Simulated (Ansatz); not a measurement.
Si₃Se₄⁺, relaxed as a doublet with UKS PBE-D4/def2-SVP in Ansatz, starting from the GFN1-xTB geometry. Force threshold 0.03 eV/Å.

The structure comes from a short search, and lower isomers may exist.

Start:

```xyz
7

Si   -1.5239    2.2092   -0.7195
Si    0.3452   -1.0976    1.2863
Si    0.1808   -0.1716   -1.5046
Se   -1.4212    0.0497    0.3176
Se    1.8936   -1.0867   -0.3364
Se    0.1707    1.9578   -2.2410
Se    0.3548   -1.8608    3.1976
```

```json
{"step": "1", "energy (eV)": "-284938.1158", "largest force component (eV/Å)": "0.859", "SCF passes": "25"}
{"step": "2", "energy (eV)": "-284938.3032", "largest force component (eV/Å)": "0.321", "SCF passes": "32"}
{"step": "3", "energy (eV)": "-284938.3642", "largest force component (eV/Å)": "0.324", "SCF passes": "30"}
{"step": "4", "energy (eV)": "-284938.3961", "largest force component (eV/Å)": "0.193", "SCF passes": "30"}
{"step": "5", "energy (eV)": "-284938.4062", "largest force component (eV/Å)": "0.049", "SCF passes": "26"}
{"step": "6", "energy (eV)": "-284938.4087", "largest force component (eV/Å)": "0.041", "SCF passes": "25"}
{"step": "7", "energy (eV)": "-284938.4103", "largest force component (eV/Å)": "0.018", "SCF passes": "25"}
```

Force components are those of the run's own axes.

End:

```xyz
7

Si   -1.255    2.217   -0.376
Si    0.344   -1.042    1.257
Si    0.076   -0.293   -1.684
Se   -1.594   -0.284    0.052
Se    1.885   -1.031   -0.395
Se    0.200    1.995   -2.127
Se    0.345   -1.562    3.272
```

By distances, no bond broke or formed. The bond that changes most is Si1–Se4, from 2.40 to 2.56 Å (atoms count from 1).

No frequencies were taken in this run, so the end may be a saddle point.

Hardware: 4 threads of AMD EPYC 9B45 on a shared host. Wall time 11 s.
